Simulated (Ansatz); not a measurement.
Species: C₉H₇F₃, SMILES `C=Cc1cccc(C(F)(F)F)c1` (C–C–C–C torsion 180°) (charge 0, multiplicity 1).

### Question
Give a relaxed geometry from PBE0-D3(BJ)/def2-SVP (Ansatz, a quantum-chemistry and plane-wave program).

### Answer
This is not unique; one that fits is the end point of this relaxation, one of several conformers (outside a Z-matrix the atoms follow the SMILES, hydrogens last).
Bonds (Å): C1–C2 1.338, C1–H13 1.092, C1–H14 1.093, C2–C3 1.468, C2–H15 1.096, C3–C4 1.402, C3–C12 1.403, C4–C5 1.393, C4–H16 1.093, C5–C6 1.390, C5–H17 1.092, C6–C7 1.398, C6–H18 1.092, C7–C8 1.504, C7–C12 1.389, C8–F9 1.337, C8–F10 1.339, C8–F11 1.336, C12–H19 1.091. Bond angles (°): C2–C1–H13 120.8, C2–C1–H14 122.6, H13–C1–H14 116.6, C1–C2–C3 127.1, C1–C2–H15 118.3, C3–C2–H15 114.6, C2–C3–C4 119.3, C2–C3–C12 122.7, C4–C3–C12 118.0, C3–C4–C5 121.3, C3–C4–H16 119.0, C5–C4–H16 119.7, C4–C5–C6 120.2, C4–C5–H17 119.9, C6–C5–H17 119.9, C5–C6–C7 119.2, C5–C6–H18 120.8, C7–C6–H18 120.1, C6–C7–C8 119.2, C6–C7–C12 120.7, C8–C7–C12 120.1, C7–C8–F9 111.6, C7–C8–F10 111.4, C7–C8–F11 112.0, F9–C8–F10 106.9, F9–C8–F11 107.6, F10–C8–F11 107.1, C3–C12–C7 120.7, C3–C12–H19 120.3, C7–C12–H19 119.0.
